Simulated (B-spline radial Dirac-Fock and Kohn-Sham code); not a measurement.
## 3d5/2 emission of Ba⁷⁺

System: the Ba⁷⁺ ion, [Kr] 4d10 5s2 5p1.

The computed values come from an atomic code on a B-spline grid: independent-particle radiative and Coulomb Auger rates from relativistic LDA hole-state orbitals, with Dirac-Fock energies.

| line | multipole | energy (eV) | width (meV) | share (%) |
| --- | --- | --- | --- | --- |
| Mζ1 | E1 | 594.8 | 0.292 | 96.3 |
| M5-N4 | E2 | 692.4 | 8.85e-05 | 0.0292 |
| M5-N5 | E2 | 695.0 | 0.000343 | 0.113 |
| M5-O3 | E1 | 784.2 | 0.0106 | 3.50 |

The listed lines hold 100.0 % of the radiative rate. The radiative width is 0.000303 eV in the length form and 0.000322 eV in the velocity form; the two differ because the transition energies are not eigenvalue differences of the potential that gave the orbitals.
